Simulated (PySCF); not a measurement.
**Vertical excitation energies**

Compound: C6H9NS.
SMILES: `C[C@@H]1CC[C@H](C#N)S1`

Computed with PySCF 2.14.0, density-fitted response routines, TDDFT wB97X-D/def2-SVPD, vertical, gas phase, core orbitals frozen in the response. Isolated species at its PBE0-D3(BJ)/def2-SVP geometry (one conformer only).

```csv
state,E (eV),λ (nm),ν̃ (cm⁻¹),f,"main configurations (H = HOMO, L = LUMO)"
S1,5.13,241.9,41350,0.0014,H→L (86%)
S2,6.35,195.4,51190,0.018,H→L+2 (83%)
S3,6.40,193.9,51580,0.021,H→L+1 (89%)
S4,7.24,171.2,58430,0.013,"H→L+3 (56%), H→L+6 (19%)"
S5,7.46,166.1,60210,0.0075,"H-2→L (13%), H-3→L (13%), H→L+3 (13%)"
S6,7.55,164.3,60870,0.017,H→L+4 (63%)
```

The lowest singlet comes at 242 nm (495 kJ/mol) in the ultraviolet; it is very weak; its leading configuration is HOMO→LUMO (86%). The strongest level in the table is S3 at 6.40 eV (194 nm, f = 0.021). Löwdin shares by element: HOMO sulfur 69%, carbon 17% or more; LUMO sulfur 48%, carbon 23% or more, nitrogen 10% (atoms not listed hold the other 20%). Weighted by f, the mean energy of these states is 6.85 eV. Of the 6 states listed, 4 reach f = 0.01 and none stays under 0.0005. The oscillator strengths of these states sum to 0.078; summed over the whole spectrum of an exact calculation they would give the number of electrons, 68 (Thomas–Reiche–Kuhn). Singlets were solved by full linear response.
